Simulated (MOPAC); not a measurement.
MOPAC input (PM6):

```
PM6 PRECISE GNORM=0.05 LET XYZ CHARGE=-1 GEO-OK AUX(PRECISION=9) THREADS=1
C3H4N

C    -1.53205400 1    0.20257000 1   -0.14305100 1
C    -0.28430000 1   -0.60302200 1   -0.43480300 1
N     0.84794000 1   -0.05271400 1    0.13938800 1
C     1.79065500 1    0.38217500 1    0.69526900 1
H    -1.49562300 1    1.27735800 1   -0.43847400 1
H    -1.77492700 1    0.19674200 1    0.92748200 1
H    -2.38894300 1   -0.24060300 1   -0.66361600 1
H    -0.12190000 1   -0.75484400 1   -1.50559900 1
```

Output:

```
 *******************************************************************************
 **                                                                           **
 **                              MOPAC v23.2.5                                **
 **                                                                           **
 *******************************************************************************
 ** MOPAC's Digital Object Identifier: https://doi.org/10.5281/zenodo.6511958 **
 **                                                                           **
 ** Please cite the open-source release paper for use of this MOPAC version:  **
 ** J. E. Moussa and J. J. P. Stewart (2026)                                  **
 ** MOPAC: An open-source semiempirical molecular orbital program             **
 ** J. Open Source Softw., 11(119), 8025, https://doi.org/10.21105/joss.08025 **
 *******************************************************************************

                              PM6 CALCULATION RESULTS

 *******************************************************************************
 *  PM6        - The PM6 Hamiltonian to be used
 *  GEO-OK     - OVERRIDE INTERATOMIC DISTANCE AND OTHER SAFETY CHECKS
 *
 *
 *
 *                 CHARGE ON SYSTEM = -1
 *
 *
 *
 *  LET        - OVERRIDE SOME SAFETY CHECKS
 *  PRECISE    - TIGHTER CRITERIA TO BE USED
 *  XYZ        - CARTESIAN COORDINATE SYSTEM TO BE USED
 *  GNORM      - EXIT WHEN GRADIENT NORM DROPS BELOW 0.050
 *  AUX        - OUTPUT AUXILIARY INFORMATION
 *******************************************************************************
PM6 PRECISE GNORM=0.05 LET XYZ CHARGE=-1 GEO-OK AUX(PRECISION=9) THREADS=1
 C3H4N

   ATOM   CHEMICAL          X               Y               Z
  NUMBER   SYMBOL      (ANGSTROMS)     (ANGSTROMS)     (ANGSTROMS)

     1       C         -1.53205400  *   0.20257000  *  -0.14305100  *
     2       C         -0.28430000  *  -0.60302200  *  -0.43480300  *
     3       N          0.84794000  *  -0.05271400  *   0.13938800  *
     4       C          1.79065500  *   0.38217500  *   0.69526900  *
     5       H         -1.49562300  *   1.27735800  *  -0.43847400  *
     6       H         -1.77492700  *   0.19674200  *   0.92748200  *
     7       H         -2.38894300  *  -0.24060300  *  -0.66361600  *
     8       H         -0.12190000  *  -0.75484400  *  -1.50559900  *

          CARTESIAN COORDINATES

    NO.       ATOM           X           Y           Z

     1         C         -1.5321      0.2026     -0.1431
     2         C         -0.2843     -0.6030     -0.4348
     3         N          0.8479     -0.0527      0.1394
     4         C          1.7907      0.3822      0.6953
     5         H         -1.4956      1.2774     -0.4385
     6         H         -1.7749      0.1967      0.9275
     7         H         -2.3889     -0.2406     -0.6636
     8         H         -0.1219     -0.7548     -1.5056

 General Reference for PM6:
 "Optimization of Parameters for Semiempirical Methods V: Modification of NDDO Approximations
 and Application to 70 Elements", J. J. P. Stewart, J. Mol. Mod., 13, 1173-1213 (2007)
 URL: https://link.springer.com/article/10.1007/s00894-007-0233-4

           Empirical Formula: C3 H4 N  =     8 atoms

      MOLECULAR POINT GROUP   :   C1

      RHF CALCULATION, NO. OF DOUBLY OCCUPIED LEVELS = 11

          Geometry optimization using EF

          DIAGONAL MATRIX USED AS START HESSIAN

 CYCLE:     1  GRAD.:    91.589 HEAT:  52.96547
 CYCLE:     2  GRAD.:  1531.717 HEAT:  154.8161
 CYCLE:     3  GRAD.:    33.672 HEAT:  49.64537
 CYCLE:     4  GRAD.:   134.610 HEAT:  54.18845
 CYCLE:     5  GRAD.:    70.971 HEAT:  49.99627
 CYCLE:     6  GRAD.:   194.718 HEAT:  60.30961
 CYCLE:     7  GRAD.:    62.058 HEAT:  49.04889
 CYCLE:     8  GRAD.:   120.096 HEAT:  54.35894
 CYCLE:     9  GRAD.:    88.618 HEAT:  49.83222
 CYCLE:    10  GRAD.:   160.702 HEAT:  57.19499
 CYCLE:    11  GRAD.:    42.364 HEAT:  47.66815
 CYCLE:    12  GRAD.:    66.988 HEAT:  50.27791
 CYCLE:    13  GRAD.:     7.773 HEAT:  46.58679
 CYCLE:    14  GRAD.:    14.079 HEAT:  46.58883
 CYCLE:    15  GRAD.:     6.100 HEAT:  46.47961
 CYCLE:    16  GRAD.:     5.834 HEAT:  46.44388
 CYCLE:    17  GRAD.:     2.080 HEAT:  46.42995
 CYCLE:    18  GRAD.:     1.453 HEAT:  46.42799
 CYCLE:    19  GRAD.:     0.448 HEAT:  46.42739
 CYCLE:    20  GRAD.:     0.277 HEAT:  46.42690
 CYCLE:    21  GRAD.:     0.695 HEAT:  46.42655
 CYCLE:    22  GRAD.:     0.454 HEAT:  46.42644
 CYCLE:    23  GRAD.:     0.133 HEAT:  46.42637
 CYCLE:    24  GRAD.:     0.022 HEAT:  46.42636

     GRADIENT =  0.02154 IS LESS THAN CUTOFF =  0.05000

 -------------------------------------------------------------------------------
 PM6 PRECISE GNORM=0.05 LET XYZ CHARGE=-1 GEO-OK AUX(PRECISION=9) THREADS=1
 C3H4N

     GEOMETRY OPTIMISED USING EIGENVECTOR FOLLOWING (EF).
     SCF FIELD WAS ACHIEVED

                              PM6 CALCULATION
                                                       MOPAC v23.2.5 Linux

          FINAL HEAT OF FORMATION =         46.42636 KCAL/MOL =     194.24789 KJ/MOL

          COSMO AREA              =        103.13 SQUARE ANGSTROMS
          COSMO VOLUME            =         84.67 CUBIC ANGSTROMS

          GRADIENT NORM           =          0.02154          =       0.00762 PER ATOM
          IONIZATION POTENTIAL    =          1.265332 EV
          HOMO LUMO ENERGIES (EV) =         -1.265  8.491
          NO. OF FILLED LEVELS    =         11
          MOLECULAR WEIGHT        =         54.0713         POINT GROUP:  C1

          MOLECULAR DIMENSIONS (Angstroms)

            Atom       Atom       Distance
            H     7    C     4     4.46490
            H     8    H     6     2.94579
            H     5    H     8     1.61975

          SCF CALCULATIONS        =         25

   ATOM   CHEMICAL          X               Y               Z
  NUMBER   SYMBOL      (ANGSTROMS)     (ANGSTROMS)     (ANGSTROMS)

     1       C         -1.56805759  *   0.19382814  *  -0.15102548  *
     2       C         -0.25429399  *  -0.39149969  *  -0.51970760  *
     3       N          0.87004949  *  -0.02067229  *   0.14869248  *
     4       C          1.82246796  *   0.29376974  *   0.72043645  *
     5       H         -1.64793677  *   1.24747231  *  -0.45351849  *
     6       H         -1.74030134  *   0.15341046  *   0.93274723  *
     7       H         -2.38126555  *  -0.35506540  *  -0.63713376  *
     8       H         -0.18342710  *  -1.08144358  *  -1.32324180  *

                             CARTESIAN COORDINATES

   1    C       -1.568057587     0.193828142    -0.151025480
   2    C       -0.254293994    -0.391499691    -0.519707596
   3    N        0.870049493    -0.020672289     0.148692481
   4    C        1.822467957     0.293769737     0.720436451
   5    H       -1.647936766     1.247472312    -0.453518494
   6    H       -1.740301344     0.153410464     0.932747233
   7    H       -2.381265555    -0.355065404    -0.637133758
   8    H       -0.183427096    -1.081443583    -1.323241797

           Empirical Formula: C3 H4 N  =     8 atoms

      MOLECULAR POINT GROUP   :   C1

                  EIGENVALUES
 -25.23579 -20.95027 -16.92858 -11.50302  -9.24197  -9.12854  -7.91270  -7.33890
  -5.51241  -5.18742  -1.26533   8.49078   8.85711   9.81319  10.81629  10.84331
  10.88919  11.87158  12.83257  14.69693

              NET ATOMIC CHARGES AND DIPOLE CONTRIBUTIONS

  ATOM NO.   TYPE          CHARGE      No. of ELECS.   s-Pop       p-Pop
    1          C          -0.281027        4.2810     1.05713     3.22390
    2          C          -0.724539        4.7245     1.02971     3.69483
    3          N           0.020420        4.9796     1.41446     3.56512
    4          C          -0.392645        4.3926     1.60791     2.78473
    5          H           0.075864        0.9241     0.92414
    6          H           0.084214        0.9158     0.91579
    7          H           0.082495        0.9175     0.91751
    8          H           0.135217        0.8648     0.86478
 DIPOLE           X         Y         Z       TOTAL
 POINT-CHG.    -2.168     0.292    -0.126     2.191
 HYBRID        -1.472    -0.327    -0.758     1.688
 SUM           -3.640    -0.036    -0.884     3.746

          ATOMIC ORBITAL ELECTRON POPULATIONS

     Atom    s        px        py        pz
    1  C   1.05713   1.05265   1.08034   1.09090
    2  C   1.02971   0.88465   1.47220   1.33798
    3  N   1.41446   1.13233   1.22952   1.20327
    4  C   1.60791   1.00098   0.87498   0.90877
    5  H   0.92414
    6  H   0.91579
    7  H   0.91751
    8  H   0.86478

 **********************
 *                    *
 * JOB ENDED NORMALLY *
 *                    *
 **********************

 == MOPAC DONE ==
```

The dipole moment of an ion depends on the origin.

The geometry given is a B3LYP-D3(BJ)/def2-TZVP minimum.
